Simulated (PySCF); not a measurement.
**Correlation energy of Ar²⁺ (argon, charge +2)**

[Ne] 3s2 3p4, high-spin 3P determinant. Computed with PySCF 2.14 in aug-cc-pV(D+d)Z, with no relativity, point nucleus. Frozen: [Ne]; 6 electrons correlated.

| level | correlation energy (mhartree) |
| --- | --- |
| CCSD | -118.28 |
| (T) | -1.51 |
| CCSD(T) | -119.79 |
| CCSDT | -120.14 |

Diagnostics: T1 = 0.0071, D1 = 0.0241, largest double amplitude 0.048.

Problem. Is a single reference adequate?

Solution. Yes: T1 lies below 0.03 and no double amplitude reaches 0.07.
